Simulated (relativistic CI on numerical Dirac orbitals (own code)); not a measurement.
# Slater and spin-orbit integrals, Er18+

Calculated at this level of theory: Dirac-Coulomb-Breit CI, KLI orbitals optimised for each configuration, model QED (radiative potential, 1s self-energy scaled to tabulated hydrogen-like ionisation energies), unscaled Slater integrals (own radial code, finite nucleus).

Slater integrals F^k, G^k are unscaled and averaged over j, outside the closed core [Ar] 3d10 4p6 4d10; ζ comes from projecting the Hamiltonian with its Breit term on Σ l·s of the shell.

- 4s2 4f4: F^2(4f,4f) = 182680, F^4(4f,4f) = 117860, F^6(4f,4f) = 85791, ζ(4f) = 3684.9 cm⁻¹; <r>(4f) = 0.5601, <r^2>(4f) = 0.3651 (bohr units).
- 4s2 4f3 5s: F^2(4f,4f) = 185350, F^4(4f,4f) = 119680, F^6(4f,4f) = 87150, ζ(4f) = 3823.7, G^3(4f,5s) = 31025 cm⁻¹; <r>(4f) = 0.5532, <r^2>(4f) = 0.3561, <r>(5s) = 0.9691, <r^2>(5s) = 1.045 (bohr units).
- 4s2 4f2 5s2: F^2(4f,4f) = 188380, F^4(4f,4f) = 121770, F^6(4f,4f) = 88708, ζ(4f) = 3964.8 cm⁻¹; <r>(4f) = 0.5457, <r^2>(4f) = 0.346 (bohr units).

Averages of the first 10 configurations, taken without configuration mixing, which lowers the lowest level and can move excited configurations by several eV; other configurations of the list can lie among them:

```csv
Configuration,Parity,States,Average energy above the lowest level (eV)
4s2 4f4,even,1001,11.2
4s2 4f3 5s,odd,728,40.5
4s2 4f2 5s2,even,91,77.3
4s2 4f3 5p,even,2184,81.9
4s2 4f2 5s 5p,odd,1092,116.4
4s2 4f2 5p2,even,1365,160.1
4s2 4f2 5s 5d,even,1820,176.7
4s2 4f3 5d,odd,3640,140.1
4s2 4f2 5p 5d,odd,5460,218.5
4s2 4f3 5f,even,5096,202.2
```
